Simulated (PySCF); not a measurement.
**The first ionisation energy along the 3d series**

Calculated with PySCF 2.14 from differences of total energies of unrestricted determinants, without spin-orbit coupling. Values in eV. The last column holds reference values (NIST; (s) semi-empirical, (t) theoretical, else measured). Unmarked ones compare directly (S terms, centres of terms, or small fine structure); those marked * lie between the lowest fine-structure levels and include a spin-orbit shift.

| element | configurations | UHF | LDA | MP2 (valence and next inner shell) | SCS-MP2 (valence and next inner shell) | CCSD (valence and next inner shell) | CCSD(T) (valence and next inner shell) | reference |
| --- | --- | --- | --- | --- | --- | --- | --- | --- |
| Sc (x2c-TZVPPall, spin-free X2C) | [Ar] 3d1 4s2 → [Ar] 3d1 4s1 | 5.394 | 6.695 | 6.355 | 6.430 | 6.452 | 6.548 | 6.562 |
| Ti (x2c-TZVPPall, spin-free X2C) | [Ar] 3d2 4s2 → [Ar] 3d2 4s1 | 5.560 | 6.941 | 6.561 | 6.647 | 6.679 | 6.787 | 6.828 |
| V (x2c-TZVPPall, spin-free X2C) | [Ar] 3d3 4s2 → [Ar] 3d4 | 6.167 | 6.485 | 6.324 | 6.768 | 6.708 | 6.799 | 6.732 |
| Cr (x2c-TZVPPall, spin-free X2C) | [Ar] 3d5 4s1 → [Ar] 3d5 | 6.016 | 7.619 | 6.742 | 6.413 | 6.667 | 6.727 | 6.767 |
| Fe (x2c-TZVPPall, spin-free X2C) | [Ar] 3d6 4s2 → [Ar] 3d6 4s1 | 6.436 | 8.164 | 7.541 | 7.625 | 7.649 | 7.769 | 7.904 |
| Co (x2c-TZVPPall, spin-free X2C) | [Ar] 3d7 4s2 → [Ar] 3d8 | 8.291 | 7.908 | 7.002 | 7.153 | 7.929 | 7.957 | 7.869 |
| Ni (x2c-TZVPPall, spin-free X2C) | [Ar] 3d8 4s2 → [Ar] 3d9 | 8.223 | 7.621 | 6.449 | 6.772 | 7.640 | 7.650 | 7.640 * |
| Cu (x2c-TZVPPall, spin-free X2C) | [Ar] 3d10 4s1 → [Ar] 3d10 | 6.598 | 8.646 | 7.597 | 7.419 | 7.386 | 7.512 | 7.726 |
| Zn (x2c-TZVPPall, spin-free X2C) | [Ar] 3d10 4s2 → [Ar] 3d10 4s1 | 7.791 | 9.934 | 9.105 | 9.099 | 9.105 | 9.232 | 9.394 |

Fill in the row of Mn (x2c-TZVPPall, spin-free X2C) ([Ar] 3d5 4s2 → [Ar] 3d5 4s1).

UHF 6.027; LDA 7.601; MP2 (valence and next inner shell) 7.065; SCS-MP2 (valence and next inner shell) 7.165; CCSD (valence and next inner shell) 7.199; CCSD(T) (valence and next inner shell) 7.311; reference 7.434 (eV).

"Valence" correlates the outer s and p shells and, in groups 3 to 12 and the f block, the outer d or f shell, open or full, or the next shell where the ion has no valence electron left; the wider scheme adds the next inner shell.
